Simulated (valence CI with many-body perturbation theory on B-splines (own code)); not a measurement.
**Xe¹⁴⁺: calculated level list**

Calculated by configuration interaction combined with many-body perturbation theory (CI+MBPT): four valence electrons over a frozen Dirac-Fock core [Kr], a basis of 7 s, 7 p, 8 d, 6 f, 4 g, 1 h functions for each j, with the one-electron correlation potential Σ1 (screened to all orders), the two-electron term Σ2, the three-electron term Σ3, Breit, model QED; selected single and double excitations, second order for the rest, scaled by the run's own slope (own B-spline code, finite nucleus).

No measured spectrum was set against this ion. As an estimate, terms of the open shell hold to 2 to 4 % of their energy, and close levels can change places. Only levels of the ground parity were solved; by the run's estimate the other parity begins above the list, which can be wrong where configurations are misplaced.

Levels 1 to 32 of 32, with energies above the lowest level, 4d⁴ ⁵D_0. "Leading %" is the weight of the configuration and term that name the level; weights of strongly mixed levels are sums over their largest components and can fall short, so below about 35 % the name and the second component can differ from the true leading terms, or belong to a minority configuration. In the jj column 3d3/2^4 stands for four electrons in 3d with j = 3/2.

| No. | Configuration | Term | J | E (eV) | Leading % | Leading jj | Second component | g |
| --- | --- | --- | --- | --- | --- | --- | --- | --- |
| 1 | 4d⁴ | ⁵D | 0 | 0.000 | 68 | 4d3/2^4 (72 %) | 28 % 4d⁴ ³P |  |
| 2 | 4d⁴ | ⁵D | 1 | 0.967 | 86 | 4d3/2^3 4d5/2 (82 %) | 13 % 4d⁴ ³P | 1.498 |
| 3 | 4d⁴ | ⁵D | 2 | 1.845 | 92 | 4d3/2^2 4d5/2^2 (59 %) |  | 1.477 |
| 4 | 4d⁴ | ⁵D | 3 | 2.559 | 88 | 4d3/2^2 4d5/2^2 (51 %) | 7 % 4d⁴ ³F | 1.458 |
| 5 | 4d⁴ | ⁵D | 4 | 3.072 | 71 | 4d3/2^3 4d5/2 (41 %) | 20 % 4d⁴ ³F | 1.405 |
| 6 | 4d⁴ | ³P | 0 | 4.722 | 54 | 4d3/2^2 4d5/2^2 (67 %) | 30 % 4d⁴ ⁵D |  |
| 7 | 4d⁴ | ³H | 4 | 4.965 | 58 | 4d3/2^3 4d5/2 (48 %) | 14 % 4d⁴ ³G | 0.962 |
| 8 | 4d⁴ | ³G | 3 | 5.945 | 65 | 4d3/2^2 4d5/2^2 (50 %) | 24 % 4d⁴ ³F | 0.888 |
| 9 | 4d⁴ | ³H | 5 | 6.168 | 76 | 4d3/2^2 4d5/2^2 (98 %) | 23 % 4d⁴ ³G | 1.071 |
| 10 | 4d⁴ | ³F | 2 | 6.269 | 69 | 4d3/2^2 4d5/2^2 (52 %) | 16 % 4d⁴ ¹D | 0.810 |
| 11 | 4d⁴ | ³P | 1 | 6.415 | 77 | 4d3/2^2 4d5/2^2 (66 %) | 13 % 4d⁴ ³D | 1.372 |
| 12 | 4d⁴ | ³H | 6 | 6.714 | 74 | 4d3/2^2 4d5/2^2 (87 %) | 25 % 4d⁴ ¹I | 1.123 |
| 13 | 4d⁴ | ³G | 4 | 7.335 | 57 | 4d3/2^2 4d5/2^2 (67 %) | 19 % 4d⁴ ³H | 1.036 |
| 14 | 4d⁴ | ³D | 2 | 7.693 | 45 | 4d3/2^2 4d5/2^2 (78 %) | 42 % 4d⁴ ³P | 1.250 |
| 15 | 4d⁴ | ³F | 4 | 7.847 | 43 | 4d3/2^2 4d5/2^2 (54 %) | 26 % 4d⁴ ¹G | 1.139 |
| 16 | 4d⁴ | ³F | 3 | 8.043 | 49 | 4d3/2^2 4d5/2^2 (57 %) | 36 % 4d⁴ ³D | 1.153 |
| 17 | 4d⁴ | ³D | 3 | 8.598 | 39 | 4d3/2 4d5/2^3 (69 %) | 30 % 4d⁴ ³F | 1.120 |
| 18 | 4d⁴ | ³G | 5 | 9.052 | 76 | 4d3/2 4d5/2^3 (98 %) | 23 % 4d⁴ ³H | 1.160 |
| 19 | 4d⁴ | ³P | 2 | 9.352 | 39 | 4d3/2 4d5/2^3 (57 %) | 29 % 4d⁴ ¹D | 1.179 |
| 20 | 4d⁴ | ¹I | 6 | 9.572 | 74 | 4d3/2 4d5/2^3 (87 %) | 25 % 4d⁴ ³H | 1.041 |
| 21 | 4d⁴ | ³D | 1 | 9.579 | 85 | 4d3/2 4d5/2^3 (76 %) | 11 % 4d⁴ ³P | 0.643 |
| 22 | 4d⁴ | ¹G | 4 | 10.821 | 48 | 4d3/2^2 4d5/2^2 (44 %) | 36 % 4d⁴ ³F | 1.079 |
| 23 | 4d⁴ | ¹S | 0 | 11.079 | 75 | 4d3/2 4d5/2^3 (80 %) | 24 % 4d⁴ ³P |  |
| 24 | 4d⁴ | ³P | 2 | 11.199 | 37 | 4d3/2^2 4d5/2^2 (63 %) | 23 % 4d⁴ ¹D | 1.159 |
| 25 | 4d⁴ | ¹F | 3 | 11.706 | 64 | 4d3/2 4d5/2^3 (78 %) | 18 % 4d⁴ ³D | 1.055 |
| 26 | 4d⁴ | ³P | 2 | 12.674 | 62 | 4d3/2^2 4d5/2^2 (54 %) | 25 % 4d⁴ ³F | 1.236 |
| 27 | 4d⁴ | ³F | 4 | 13.437 | 69 | 4d5/2^4 (50 %) | 23 % 4d⁴ ¹G | 1.179 |
| 28 | 4d⁴ | ³F | 2 | 13.879 | 55 | 4d5/2^4 (42 %) | 27 % 4d⁴ ¹D | 0.883 |
| 29 | 4d⁴ | ³F | 3 | 14.005 | 78 | 4d3/2 4d5/2^3 (96 %) | 19 % 4d⁴ ¹F | 1.070 |
| 30 | 4d⁴ | ³P | 1 | 14.196 | 97 | 4d3/2 4d5/2^3 (91 %) |  | 1.485 |
| 31 | 4d⁴ | ³P | 0 | 14.896 | 85 | 4d5/2^4 (51 %) | 13 % 4d⁴ ¹S |  |
| 32 | 4d⁴ | ¹G | 4 | 15.025 | 79 | 4d3/2 4d5/2^3 (83 %) | 18 % 4d⁴ ³F | 1.044 |

Names give the largest LS component (configuration and term), which can be under half, so a name can repeat, a term be missing and a line seem to break the LS rules; names also repeat where a configuration has a term twice.

Where two levels of one J and parity lie close, their mixing, g and order are uncertain.

The ionisation energy to 4d³ ⁴F3/2 of the next ion comes out as 344.57 eV (NIST: 343 ± 3 eV (theoretical)). All 32 levels together are meant to be complete up to 15.494 eV.
